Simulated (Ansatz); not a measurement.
```yaml
crystal:
  periodic: [false, false, false]
  atoms:
    - {symbol: C, position_ang: [-1.915881, 1.431896, 0.751617]}
    - {symbol: N, position_ang: [-0.498615, 1.078886, 1.060635]}
    - {symbol: C, position_ang: [0.121297, 2.245700, 1.778500]}
    - {symbol: Ti, position_ang: [0.644937, -0.138712, 0.261745]}
    - {symbol: F, position_ang: [1.636156, -0.565879, 1.639132]}
    - {symbol: N, position_ang: [-0.603997, -1.562348, -0.048729]}
    - {symbol: C, position_ang: [-1.156477, -2.253959, -1.083136]}
    - {symbol: C, position_ang: [-0.966568, -2.042846, 1.262168]}
    - {symbol: C, position_ang: [2.310637, 1.181839, -0.788749]}
    - {symbol: C, position_ang: [1.081107, 1.489364, -1.409276]}
    - {symbol: C, position_ang: [0.531068, 0.296255, -2.107595]}
    - {symbol: C, position_ang: [1.595450, -0.715551, -1.895784]}
    - {symbol: C, position_ang: [2.608399, -0.132971, -1.110722]}
    - {symbol: H, position_ang: [-2.467029, 1.651569, 1.678998]}
    - {symbol: H, position_ang: [-2.350993, 0.536432, 0.239573]}
    - {symbol: H, position_ang: [-2.023052, 2.287245, 0.074296]}
    - {symbol: H, position_ang: [1.161477, 1.975252, 2.052486]}
    - {symbol: H, position_ang: [0.101211, 3.160976, 1.172161]}
    - {symbol: H, position_ang: [-0.420495, 2.411844, 2.711131]}
    - {symbol: H, position_ang: [-2.209371, -2.332844, -1.049407]}
    - {symbol: H, position_ang: [-0.852713, -1.890446, -2.161577]}
    - {symbol: H, position_ang: [-0.823372, -3.322175, -1.024638]}
    - {symbol: H, position_ang: [-2.200358, -1.899236, 1.361929]}
    - {symbol: H, position_ang: [-0.605387, -1.517020, 2.084879]}
    - {symbol: H, position_ang: [-0.717069, -3.131796, 1.365742]}
    - {symbol: H, position_ang: [2.906751, 1.848640, -0.230893]}
    - {symbol: H, position_ang: [0.505197, 2.429833, -1.344028]}
    - {symbol: H, position_ang: [-0.335747, 0.218453, -2.572536]}
    - {symbol: H, position_ang: [1.557993, -1.729634, -2.234194]}
    - {symbol: H, position_ang: [3.425327, -0.672027, -0.735741]}
basis:
  gaussian: {orbitals: aug-pcseg-2, fitting: {mean_field: def2-universal-jkfit}, nuclear_model: gaussian}
hamiltonian: {xc: {name: wB97X-V}}
accuracy: high
output: {forces: true}
```

```sh
$ ansatz run in.yaml --threads 11 --pin off --events-out ev --progress --plain --max-ram 166912MiB --backend cuda --devices 0, --max-vram 75GiB
```

Output, abridged:

```
Functional definition: wB97X-V
1476 factors; integrals over basis functions are off by at most 1.1e0 eV
1476 factors; integrals over basis functions are off by at most 3.6e-4 eV
mean field evaluation 1: about -38403.7115 eV, gradient 9.5e1 eV
mean field evaluation 2: about -38361.3461 eV, gradient 2.1e2 eV
mean field evaluation 4: about -38422.7214 eV, gradient 1.4e1 eV
mean field evaluation 8: about -38423.0795 eV, gradient 9.7e-1 eV
mean field evaluation 16: about -38423.0807 eV, gradient 1.1e-3 eV
mean field evaluation 32: about -38423.0807 eV, gradient 9.0e-8 eV
mean field -38423.08071995 eV, -1412.0221723585 hartree, gradient 9.0e-8 eV, S^2 0.000000; 0 other end points of the search recorded, 3 dependent functions left out
reference -38423.08071944 eV, -1412.0221723400 hartree; 58, 58 occupied and 963, 963 virtual orbitals, 1476 factors
Total energy: -38423.08071944 eV, -1412.0221723400 hartree
Atom 0 at    -1.915881     1.431896     0.751617 Å, force     0.684468    -1.669878    -0.274761 eV/Å
Atom 1 at    -0.498615     1.078886     1.060635 Å, force    -1.451483     2.743303     0.831986 eV/Å
Atom 2 at     0.121297     2.245700     1.778500 Å, force     0.280643    -1.504699    -0.314174 eV/Å
Atom 3 at     0.644937    -0.138712     0.261745 Å, force    -0.970079    -0.461427    -1.990381 eV/Å
Atom 4 at     1.636156    -0.565879     1.639132 Å, force     1.207578    -0.446639     1.224975 eV/Å
Atom 5 at    -0.603997    -1.562348    -0.048729 Å, force     2.210544     2.861495     2.252988 eV/Å
Atom 6 at    -1.156477    -2.253959    -1.083136 Å, force     1.146369    -2.214569    -3.839294 eV/Å
Atom 7 at    -0.966568    -2.042846     1.262168 Å, force    -4.394431    -1.673244    -1.307108 eV/Å
Atom 8 at     2.310637     1.181839    -0.788749 Å, force    -1.441168     0.245311    -1.000951 eV/Å
Atom 9 at     1.081107     1.489364    -1.409276 Å, force    -2.184333    -0.720070    -1.212523 eV/Å
Atom 10 at     0.531068     0.296255    -2.107595 Å, force     7.443107     1.148076     4.146415 eV/Å
Atom 11 at     1.595450    -0.715551    -1.895784 Å, force    -1.684001     1.850010    -0.087458 eV/Å
Atom 12 at     2.608399    -0.132971    -1.110722 Å, force    -0.456053    -1.124372    -0.680470 eV/Å
Atom 13 at    -2.467029     1.651569     1.678998 Å, force     0.073908    -0.096100    -0.164016 eV/Å
Atom 14 at    -2.350993     0.536432     0.239573 Å, force     0.026294     0.763701     0.474224 eV/Å
Atom 15 at    -2.023052     2.287245     0.074296 Å, force     0.224021     0.105974    -0.000940 eV/Å
Atom 16 at     1.161477     1.975252     2.052486 Å, force    -0.408891     0.356164    -0.160771 eV/Å
Atom 17 at     0.101211     3.160976     1.172161 Å, force     0.063943    -0.058451     0.012449 eV/Å
Atom 18 at    -0.420495     2.411844     2.711131 Å, force    -0.088267     0.132697     0.087457 eV/Å
Atom 19 at    -2.209371    -2.332844    -1.049407 Å, force    -1.682561     0.268452     0.060573 eV/Å
Atom 20 at    -0.852713    -1.890446    -2.161577 Å, force    -0.574070    -0.520671     2.210074 eV/Å
Atom 21 at    -0.823372    -3.322175    -1.024638 Å, force    -0.104154     0.257479    -0.309531 eV/Å
Atom 22 at    -2.200358    -1.899236     1.361929 Å, force     2.806454    -0.708208    -0.061754 eV/Å
Atom 23 at    -0.605387    -1.517020     2.084879 Å, force     1.067902     1.091193     1.157202 eV/Å
Atom 24 at    -0.717069    -3.131796     1.365742 Å, force    -0.309299     0.683734     0.050453 eV/Å
Atom 25 at     2.906751     1.848640    -0.230893 Å, force     0.523921     0.596626     0.659170 eV/Å
Atom 26 at     0.505197     2.429833    -1.344028 Å, force     0.597915    -0.521212     0.026565 eV/Å
Atom 27 at    -0.335747     0.218453    -2.572536 Å, force    -3.807777    -0.340901    -2.093950 eV/Å
Atom 28 at     1.557993    -1.729634    -2.234194 Å, force     0.053993    -0.405777    -0.076825 eV/Å
Atom 29 at     3.425327    -0.672027    -0.735741 Å, force     1.145509    -0.637998     0.380374 eV/Å
Dipole moment:    -0.211035     0.188883    -0.176867 e Å
```

It took 15 s on 11 threads of an AMD EPYC 7R13 on a shared host and a whole NVIDIA H100 80 GB, with 2.2 GiB of host memory at the peak.
